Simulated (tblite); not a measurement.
Species: C7H12SSi.
Numbering: `[CH2:1]=[CH:2][CH:3]([CH:4]=[CH2:5])/[CH:6]=[CH:7]/[S:8][SiH3:9]` (hydrogens: H10, H11 on C1; H12 on C2; H13 on C3; H14 on C4; H15, H16 on C5; H17 on C6; H18 on C7; H19, H20, H21 on Si9)

Computed with GFN2-xTB (tblite), gas phase: L-BFGS steps from a force-field or distance-geometry start until the largest atomic force falls under 0.01 eV/Å.

Step 158: E = -707.8873 eV
```
atom  x, y, z in Å  |  force x, y, z in eV/Å
C1     -1.5156   -1.8849    0.4200    0.019   0.107   0.005
C2     -1.9293   -0.7644   -0.1441   -0.029  -0.081   0.071
C3     -1.0785    0.4188   -0.5144   -0.032  -0.020   0.016
C4     -1.3549    1.6044    0.3790    0.013   0.022   0.008
C5     -2.0729    1.6024    1.4863    0.015   0.026  -0.015
C6      0.4022    0.1570   -0.4447   -0.028   0.003  -0.029
C7      1.1959    0.2864   -1.4962    0.007  -0.030   0.013
S8      2.9328    0.0421   -1.5805    0.009  -0.002   0.005
Si9     3.5137   -0.6561    0.3706   -0.041   0.017   0.000
H10    -0.4763   -2.0595    0.6497   -0.073  -0.031  -0.011
H11    -2.2042   -2.6708    0.6871    0.054   0.014  -0.069
H12    -2.9828   -0.6259   -0.3627    0.052  -0.003   0.026
H13    -1.3348    0.7107   -1.5425    0.024  -0.011   0.016
H14    -0.8540    2.5084    0.0576   -0.012   0.041  -0.004
H15    -2.5817    0.7248    1.8504    0.047   0.008  -0.025
H16    -2.1819    2.4998    2.0726   -0.041  -0.025   0.018
H17     0.7899   -0.0909    0.5333   -0.002  -0.028  -0.028
H18     0.8057    0.5688   -2.4629    0.028  -0.023  -0.012
H19     2.8049   -1.9074    0.6288    0.031   0.055   0.011
H20     4.9510   -0.8338    0.2374   -0.070   0.008  -0.022
H21     3.1621    0.3870    1.3293    0.029  -0.047   0.026
```

Step 159: E = -707.8898 eV
```
atom  x, y, z in Å  |  force x, y, z in eV/Å
C1     -1.5146   -1.8881    0.4156   -0.010   0.069   0.005
C2     -1.9291   -0.7643   -0.1393   -0.007  -0.050   0.055
C3     -1.0796    0.4189   -0.5118   -0.021  -0.025   0.008
C4     -1.3552    1.6079    0.3769    0.002   0.021   0.008
C5     -2.0728    1.6061    1.4842    0.012   0.021  -0.007
C6      0.4007    0.1579   -0.4423   -0.027   0.002  -0.029
C7      1.1946    0.2860   -1.4932    0.017  -0.026   0.009
S8      2.9319    0.0451   -1.5781    0.005  -0.003   0.008
Si9     3.5140   -0.6550    0.3716   -0.037   0.015  -0.020
H10    -0.4764   -2.0679    0.6368   -0.007  -0.034   0.008
H11    -2.2029   -2.6749    0.6799    0.044   0.010  -0.064
H12    -2.9815   -0.6248   -0.3536   -0.008   0.010   0.022
H13    -1.3379    0.7053   -1.5407    0.028   0.001   0.005
H14    -0.8569    2.5123    0.0528   -0.010   0.037  -0.009
H15    -2.5770    0.7261    1.8485    0.038   0.006  -0.017
H16    -2.1860    2.5030    2.0700   -0.037  -0.018   0.019
H17     0.7884   -0.0888    0.5351    0.007  -0.033   0.003
H18     0.8034    0.5670   -2.4592    0.024  -0.016  -0.039
H19     2.8013   -1.9010    0.6343    0.011   0.027   0.014
H20     4.9478   -0.8411    0.2328   -0.030   0.001  -0.029
H21     3.1790    0.3872    1.3337    0.007  -0.013   0.048
```

Q: Estimate the geometry and energy of step 160. (The exact step hangs on the optimiser's Hessian estimate; all steps are aligned on step 159, rigid shifts and turns removed.)

A: E = -707.8937 eV, largest force 0.074 eV/Å
```
atom  x, y, z in Å  |  force x, y, z in eV/Å
C1     -1.5031   -1.9019    0.3964   -0.008   0.027  -0.016
C2     -1.9269   -0.7651   -0.1225   -0.006  -0.021   0.044
C3     -1.0844    0.4193   -0.5049    0.001  -0.024  -0.005
C4     -1.3595    1.6190    0.3692   -0.018   0.014   0.002
C5     -2.0745    1.6209    1.4777    0.005   0.005   0.012
C6      0.3962    0.1653   -0.4335    0.004  -0.006  -0.015
C7      1.1903    0.2848   -1.4849    0.010  -0.016  -0.014
S8      2.9299    0.0589   -1.5672   -0.014  -0.005   0.010
Si9     3.5119   -0.6550    0.3761   -0.023   0.016  -0.024
H10    -0.4607   -2.0994    0.5781    0.014  -0.001   0.023
H11    -2.1880   -2.6917    0.6586    0.022   0.002  -0.049
H12    -2.9827   -0.6168   -0.3097   -0.036   0.004   0.041
H13    -1.3486    0.6883   -1.5367    0.044   0.026  -0.007
H14    -0.8673    2.5234    0.0357   -0.013   0.021  -0.021
H15    -2.5667    0.7364    1.8465    0.017   0.000   0.001
H16    -2.1972    2.5181    2.0606   -0.026  -0.003   0.016
H17     0.7847   -0.0673    0.5468    0.011  -0.035   0.018
H18     0.7948    0.5512   -2.4532    0.034  -0.012  -0.050
H19     2.7819   -1.8865    0.6450   -0.021  -0.010   0.015
H20     4.9376   -0.8692    0.2228    0.033  -0.011  -0.042
H21     3.2235    0.3841    1.3532   -0.031   0.027   0.062
```

The energy changes by -0.0040 eV. The first-order estimate −F·Δx gives -0.0059 eV and the mean of the old and new forces, exact on a quadratic surface, -0.0040 eV. The step makes an angle of 77° with the force vector and moves no atom by more than 0.068 Å.

The cost below is that of the whole relaxation. On an Arm Neoverse N1 with one thread, no GPU (shared host), this took 3.9 s.
